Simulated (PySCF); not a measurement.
Compound: C5H12Si.
Numbering: `[CH3:1][CH2:2][C@@H:3]1[CH2:4][CH2:5][SiH2:6]1` (hydrogens: H7, H8, H9 on C1; H10, H11 on C2; H12 on C3; H13, H14 on C4; H15, H16 on C5; H17, H18 on Si6)

The same species was optimised twice, with GFN2-xTB and with PBE0-D3(BJ)/def2-SVP (PySCF), and the same property calculations (PySCF, gas phase) were run on both structures.

| coordinate | GFN2-xTB | PBE0-D3(BJ)/def2-SVP | change |
| --- | --- | --- | --- |
| C3–Si6 (Å) | 1.920 | 1.903 | -0.017 |
| C5–Si6 (Å) | 1.910 | 1.895 | -0.015 |
| C3–C4 (Å) | 1.546 | 1.556 | +0.010 |
| C4–C5 (Å) | 1.542 | 1.551 | +0.009 |
| C2–C3 (Å) | 1.523 | 1.518 | -0.005 |
| C1–C2 (Å) | 1.526 | 1.523 | -0.003 |
| C4–C5–Si6 (°) | 91.0 | 86.4 | -4.6 |
| C2–C3–Si6 (°) | 119.7 | 124.3 | +4.6 |
| C4–C3–Si6 (°) | 90.5 | 86.0 | -4.5 |
| C2–C3–C4 (°) | 115.5 | 117.9 | +2.4 |
| C3–Si6–C5 (°) | 76.2 | 78.4 | +2.2 |
| C1–C2–C3 (°) | 112.3 | 113.6 | +1.3 |
| C3–C4–C5 (°) | 99.9 | 101.2 | +1.3 |
| C1–C2–C3–C4 (°) | -67 | -63 | +4 |

Rotational constants: A = 5372, B = 1803, C = 1466 MHz (GFN2-xTB) against A = 5548, B = 1760, C = 1445 MHz (PBE0-D3(BJ)/def2-SVP). Point groups within 0.08 Å: C1 and C1.

On the GFN2-xTB structure: lowest singlet, TDDFT (eV) 6.88 [wB97X-D/def2-SVPD]; lowest triplet, Tamm–Dancoff (eV) 6.20 [wB97X-D/def2-SVPD]; isotropic polarisability (au) 84.6 [wB97X-D/def2-SVPD]; HOMO (eV) -9.29 [wB97X-D/def2-SVPD]; LUMO (eV) 1.93 [wB97X-D/def2-SVPD]; dipole (D) 0.20 [wB97X-D/def2-SVPD]; HOMO (eV) -7.50 [PBE0/pcSseg-1]; LUMO (eV) 0.41 [PBE0/pcSseg-1]; dipole (D) 0.18 [PBE0/pcSseg-1]; GIAO shielding of C1 (ppm) 170.5 [PBE0/pcSseg-1]; GIAO shielding of C2 (ppm) 153.6 [PBE0/pcSseg-1]; GIAO shielding of C3 (ppm) 155.7 [PBE0/pcSseg-1]; GIAO shielding of C4 (ppm) 156.8 [PBE0/pcSseg-1]; GIAO shielding of C5 (ppm) 181.1 [PBE0/pcSseg-1]; GIAO shielding of Si6 (ppm) 378.5 [PBE0/pcSseg-1].

Task: What do these properties become on the PBE0-D3(BJ)/def2-SVP structure?

Result: 
| property | level | on GFN2-xTB | on PBE0-D3(BJ)/def2-SVP | change |
| --- | --- | --- | --- | --- |
| lowest singlet, TDDFT (eV) | wB97X-D/def2-SVPD | 6.88 | 6.98 | +0.10 |
| lowest triplet, Tamm–Dancoff (eV) | wB97X-D/def2-SVPD | 6.20 | 6.56 | +0.36 |
| isotropic polarisability (au) | wB97X-D/def2-SVPD | 84.6 | 86.3 | +1.7 |
| HOMO (eV) | wB97X-D/def2-SVPD | -9.29 | -9.42 | -0.13 |
| LUMO (eV) | wB97X-D/def2-SVPD | 1.93 | 2.02 | +0.09 |
| dipole (D) | wB97X-D/def2-SVPD | 0.20 | 0.44 | +0.24 |
| energy, GFN2-xTB geometry as zero (kcal/mol) | wB97X-D/def2-SVPD | 0.0 | -2.9 | -2.9 |
| HOMO (eV) | PBE0/pcSseg-1 | -7.50 | -7.63 | -0.13 |
| LUMO (eV) | PBE0/pcSseg-1 | 0.41 | 0.55 | +0.14 |
| dipole (D) | PBE0/pcSseg-1 | 0.18 | 0.42 | +0.24 |
| energy, GFN2-xTB geometry as zero (kcal/mol) | PBE0/pcSseg-1 | 0.0 | -2.8 | -2.8 |
| GIAO shielding of C1 (ppm) | PBE0/pcSseg-1 | 170.5 | 168.8 | -1.7 |
| GIAO shielding of C2 (ppm) | PBE0/pcSseg-1 | 153.6 | 155.0 | +1.4 |
| GIAO shielding of C3 (ppm) | PBE0/pcSseg-1 | 155.7 | 155.2 | -0.5 |
| GIAO shielding of C4 (ppm) | PBE0/pcSseg-1 | 156.8 | 153.8 | -3.0 |
| GIAO shielding of C5 (ppm) | PBE0/pcSseg-1 | 181.1 | 177.6 | -3.5 |
| GIAO shielding of Si6 (ppm) | PBE0/pcSseg-1 | 378.5 | 374.3 | -4.2 |

The heavy atoms differ by 0.103 Å rms after alignment. Among bonds between heavy atoms C3–Si6 changes most (-0.017 Å). Changes are differences of the printed values. Neither structure is proved a minimum here.

The values belong to the conformer `[CH3:1][CH2:2][C@@H:3]1[CH2:4][CH2:5][SiH2:6]1`: C1–C2–C3–C4 -63°.

wB97X-D is run here without its empirical dispersion term; that term would change no orbital, density or response property at a fixed geometry.
